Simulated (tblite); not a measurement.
C6H11BOSi.
Structure used (GFN2-xTB), in Å, numbered top down from 1:
```xyz
20
C6H11BOSi angstrom
B     -0.1008   -2.1317   -1.5274
Si    -0.1323   -0.7450   -0.1528
O     -0.5025   -1.4982    1.2636
C      1.4450    0.2223    0.0963
C      2.4640    0.8544    0.2190
C      3.6826    1.6201    0.3727
C     -1.3891    0.6553   -0.4838
C     -2.8406    0.4659   -0.1473
C     -2.0121    1.4185    0.6506
H      0.6701   -2.0813   -2.4042
H     -0.8456   -3.0311   -1.5282
H     -0.5753   -1.0109    2.0805
H      3.5405    2.6272   -0.0189
H      3.9538    1.6860    1.4262
H      4.4958    1.1410   -0.1720
H     -1.2000    1.2444   -1.3741
H     -3.5880    0.8690   -0.8158
H     -3.1377   -0.4613    0.3209
H     -2.1806    2.4788    0.5285
H     -1.7524    1.1448    1.6630
```

Method: GFN2-xTB as coded in tblite; computed harmonic values from a numerical Hessian at the method's own geometry, unscaled. Against measured fundamentals such values can be off by several per cent, at times by over 20. Modes of hydrogen on boron can be 10 to 20 % off. One conformer, not necessarily the lowest. The optimisation stopped once no atom felt more than 0.01 eV/Å.

Lowest wavenumbers of the output (negative numbers stand for imaginary wavenumbers):
```
mode    cm-1
  1     -40.9
  2      14.9
  3      44.7
  4      59.0
  5      75.0
  6     109.0
  7     144.5
  8     182.0
  9     204.9
 10     239.5
 11     274.0
 12     299.8
 13     315.5
 14     337.4
 15     346.9
```

Task: Is this structure a minimum?

Result: Not by this Hessian. 1 mode is imaginary beyond 20i (41i cm⁻¹), so at this level the point lies at or near a first-order saddle. The curvature is small, so loose convergence or finite differences may be the whole cause.

Task: Which atoms move in the imaginary mode?

Result: 41i: H15 (methyl hydrogen) 33 %, H13 (methyl hydrogen) 33 %, H14 (methyl hydrogen) 33 %. These are shares of the mass-weighted motion.

Task: What is the remedy?

Result: Step along that mode in both directions, optimise again with tighter thresholds and repeat the frequencies. The zero-point energy of this point (94.9 kcal/mol) counts the 53 real modes alone, and thermal corrections from it aren't those of a minimum.
